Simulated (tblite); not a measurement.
Parent: `[CH3:1][c:2]1[cH:3][p:4][cH:5][s:6]1`, C4H5PS.

The geometries are computed with GFN2-xTB (gas phase). One conformer each, not checked by frequencies here.

```tsv
coordinate of the parent	value
C1–C2	1.491 Å
C2–C3	1.354 Å
C3–P4	1.767 Å
P4–C5	1.702 Å
C5–S6	1.714 Å
C2–S6	1.732 Å
C1–C2–C3	126.5°
C1–C2–S6	118.2°
C3–C2–S6	115.3°
C2–C3–P4	118.5°
C3–P4–C5	92.6°
P4–C5–S6	118.6°
C2–S6–C5	95.1°
```

Problem. How does the shared frame change in `[CH3:1][c:2]1[cH:3][p:4][c:5]([CH3:6])[s:7]1`, C5H7PS? Atoms pair as C1 = C1, C2 = C2, C3 = C3, P4 = P4, C5 = C5, S6 = S7 (parent first).

Solution. 
| parent | relative | value in the relative | change |
| --- | --- | --- | --- |
| C1–C2 | C1–C2 | 1.491 Å | 0.000 |
| C2–C3 | C2–C3 | 1.353 Å | -0.001 |
| C3–P4 | C3–P4 | 1.767 Å | 0.000 |
| P4–C5 | P4–C5 | 1.711 Å | +0.009 |
| C5–S6 | C5–S7 | 1.732 Å | +0.018 |
| C2–S6 | C2–S7 | 1.733 Å | +0.001 |
| C1–C2–C3 | C1–C2–C3 | 126.6° | +0.1 |
| C1–C2–S6 | C1–C2–S7 | 118.1° | -0.1 |
| C3–C2–S6 | C3–C2–S7 | 115.3° | 0.0 |
| C2–C3–P4 | C2–C3–P4 | 118.6° | +0.1 |
| C3–P4–C5 | C3–P4–C5 | 93.3° | +0.7 |
| P4–C5–S6 | P4–C5–S7 | 117.2° | -1.4 |
| C2–S6–C5 | C2–S7–C5 | 95.6° | +0.5 |

Of the parent's bonds, C5–S6 changes most (+0.018 Å). Bonds of the relative outside the shared frame: C5–C6 1.492 Å. Point group Cs → Cs.

Problem. How does the shared frame change in `[CH3:1][c:2]1[cH:3][p:4][c:5]([C:6]([CH3:7])([CH3:8])[CH3:9])[s:10]1`, C8H13PS? Atoms pair as C1 = C1, C2 = C2, C3 = C3, P4 = P4, C5 = C5, S6 = S10 (parent first).

Solution. 
| parent | relative | value in the relative | change |
| --- | --- | --- | --- |
| C1–C2 | C1–C2 | 1.491 Å | 0.000 |
| C2–C3 | C2–C3 | 1.353 Å | -0.001 |
| C3–P4 | C3–P4 | 1.766 Å | -0.001 |
| P4–C5 | P4–C5 | 1.712 Å | +0.010 |
| C5–S6 | C5–S10 | 1.734 Å | +0.020 |
| C2–S6 | C2–S10 | 1.731 Å | -0.001 |
| C1–C2–C3 | C1–C2–C3 | 126.7° | +0.2 |
| C1–C2–S6 | C1–C2–S10 | 118.1° | -0.1 |
| C3–C2–S6 | C3–C2–S10 | 115.2° | -0.1 |
| C2–C3–P4 | C2–C3–P4 | 118.5° | 0.0 |
| C3–P4–C5 | C3–P4–C5 | 93.7° | +1.1 |
| P4–C5–S6 | P4–C5–S10 | 116.6° | -2.0 |
| C2–S6–C5 | C2–S10–C5 | 96.0° | +0.9 |

Of the parent's bonds, C5–S6 changes most (+0.020 Å). Bonds of the relative outside the shared frame: C5–C6 1.505, C6–C7 1.534, C6–C8 1.528, C6–C9 1.534 Å.
